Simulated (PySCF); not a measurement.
A structure optimised at B3LYP-D3(BJ)/def2-SVP, used in a PySCF frequency run:

```xyz
6

F     -0.7337    -1.4533    -1.2799
Si     0.0039    -0.8268     0.0000
F     -0.7337    -1.4533     1.2799
F      1.5261    -1.3292     0.0000
Se     0.0255     1.4186     0.0000
H     -1.4510     1.4643     0.0000
```

Task: Write its SMILES, formula and point group.

Result: F[Si](F)(F)[SeH], F₃HSeSi, Cs

Task: What are its rotational constants (standard atomic weights)?

Result: 3.9155, 1.4205, 1.4024 GHz
